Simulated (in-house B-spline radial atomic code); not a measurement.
A fraction x of an electron is moved 3p → 3d in Mn IV (Mn3+), starting from [Ar] 3d4 and keeping the highest spin. Level of theory: non-relativistic TPSSh, spin-polarised, spherical fractional occupations, point nucleus; calculated with an all-electron radial atomic-structure program (B-spline basis).

Caution: exact exchange at fractional occupations of open shells leaves self-interaction of up to several eV.

```json
{"x": "0", "E(x) - E(0) (eV)": "0.0000", "3p down level (eV)": "-88.529", "3d up level (eV)": "-43.693"}
{"x": "0.125", "E(x) - E(0) (eV)": "5.5727", "3p down level (eV)": "-88.277", "3d up level (eV)": "-43.950"}
{"x": "0.25", "E(x) - E(0) (eV)": "11.0814", "3p down level (eV)": "-88.017", "3d up level (eV)": "-44.204"}
{"x": "0.375", "E(x) - E(0) (eV)": "16.5257", "3p down level (eV)": "-87.750", "3d up level (eV)": "-44.454"}
{"x": "0.5", "E(x) - E(0) (eV)": "?", "3p down level (eV)": "?", "3d up level (eV)": "?"}
{"x": "0.625", "E(x) - E(0) (eV)": "?", "3p down level (eV)": "?", "3d up level (eV)": "?"}
{"x": "0.75", "E(x) - E(0) (eV)": "32.4667", "3p down level (eV)": "-86.901", "3d up level (eV)": "-45.185"}
{"x": "0.875", "E(x) - E(0) (eV)": "37.6479", "3p down level (eV)": "-86.603", "3d up level (eV)": "-45.421"}
{"x": "1", "E(x) - E(0) (eV)": "42.7619", "3p down level (eV)": "-86.296", "3d up level (eV)": "-45.654"}
```

Q: What belongs in the row x = 0.5?

A: An energy change of 21.9050 eV; 3p down at -87.475 eV, 3d up at -44.701 eV.

Q: What belongs in the row x = 0.625?

A: An energy change of 27.2189 eV; 3p down at -87.192 eV, 3d up at -44.945 eV.

Q: Check Janak's theorem between x = 0.125 and 0.25.

A: The slope of the energy is 44.07 eV; the orbital levels give 44.07 eV (ε of the receiving orbital less ε of the emptying one, averaged over the two points).
